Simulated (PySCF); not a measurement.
B97-3 on B (boron, neutral), [He] 2s1 2p1 3d1, one real determinant (an excited configuration). Calculation: PySCF 2.14, in aug-cc-pVTZ; no relativity, point nucleus.

```
cycle= 1 E= -24.2213229151607  delta_E= -0.00121  |g|= 0.0044  |ddm|= 0.13
cycle= 2 E= -24.221337292299  delta_E= -1.44e-05  |g|= 0.000579  |ddm|= 0.0152
cycle= 3 E= -24.2213375782333  delta_E= -2.86e-07  |g|= 4.53e-05  |ddm|= 0.00217
cycle= 4 E= -24.2213375786608  delta_E= -4.27e-10  |g|= 9.49e-06  |ddm|= 6.86e-05
converged SCF energy = -24.2213375786608  <S^2> = 3.7500068  2S+1 = 4.0000034
```

Highest occupied orbital energy: 0.250 eV; ⟨L²⟩ = 8.00; populations by l: s 3.00, p 1.00, d 1.00, f 0.00.

**Question.** Can this result be used?

**Answer.** Not for this state. The run converged. ⟨L²⟩ = 8.00 against 12 for a pure F term, so this real determinant mixes terms. The outer electron is Rydberg-like, and this basis confines it to a smaller radius and binds it less than a complete one would. At B97-3 the highest occupied level has a positive energy, so only the finite basis holds that electron; for this excited configuration the basis is too tight for the outer shell.
